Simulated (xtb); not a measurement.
Se(SH)2 (H2S2Se), SMILES S[Se]S. All values are semi-empirical tight-binding results from xtb (GFN2-xTB unless named), good for trends rather than for accurate numbers. Geometry: GFN2-xTB. Other conformers were not sampled.

Optimised geometry:

Bonded distances (Å): Se1–S2 2.185, Se1–S4 2.185, S2–H3 1.336, S4–H5 1.336. Angles (°): S2–Se1–S4 104.2, Se1–S2–H3 97.9, Se1–S4–H5 97.9.

```json
{
 "point_group_as_xtb_finds_it": "C2",
 "orbital_gap": "3.55 eV",
 "zero_point_energy": "10.9 kcal/mol",
 "G − E(el) at 298.15 K (modified RRHO)": "-7.5 kcal/mol",
 "static polarisability (D4 model)": "71.2 bohr³",
 "solvation energy, GFN2-xTB/ALPB(water)": "-0.7 kcal/mol",
 "solvation energy, GFN2-xTB/ALPB(thf)": "-6.8 kcal/mol"
}
```

Computed atomic charges and the Wiberg bond orders between heavy atoms:
charges (e) Se1 -0.02, S2 -0.17, H3 0.18, S4 -0.17, H5 0.18. Bond orders Se1–S2 1.25, Se1–S4 1.25.
